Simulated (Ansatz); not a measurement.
The cluster ScCl3, relaxed as a singlet with RKS r2SCAN-D4/def2-SVP in Ansatz, starting from the GFN2-xTB geometry. Force threshold 0.02 eV/Å.

The structure comes from a short search, and lower isomers may exist.

Start:

| atom | x (Å) | y (Å) | z (Å) |
| --- | --- | --- | --- |
| Sc1 | 0.471 | 1.474 | -0.795 |
| Cl2 | -1.606 | -0.702 | -0.062 |
| Cl3 | 0.175 | -1.602 | -0.707 |
| Cl4 | 0.959 | 0.830 | 1.564 |

(1) Estimate the energy that the relaxation releases and the steps that it takes.

(2) Does the start keep its bonding and symmetry?

(3) Predict the relaxed structure.

Answers

(1) 820.2 kJ/mol, in 11 steps; 65 s on 2 threads of Arm Neoverse V1 on a shared host. No frequencies were taken in this run, so the end may be a saddle point.

(2) Bonds lost: Cl2–Cl3 (atoms count from 1). The end is the same structure that another start reached, the lowest one found. Point group Cs at the start, D3h at the end, both within 0.05 Å.

(3) 
```
atom    x (Å)    y (Å)    z (Å)
 Sc1   0.0003   0.0019  -0.0017
 Cl2  -2.2640   0.0896  -0.0841
 Cl3   1.1296  -1.4165  -1.3632
 Cl4   1.1341   1.3250   1.4490
```
Bond lengths: 3 × Cl–Sc 2.27 Å.
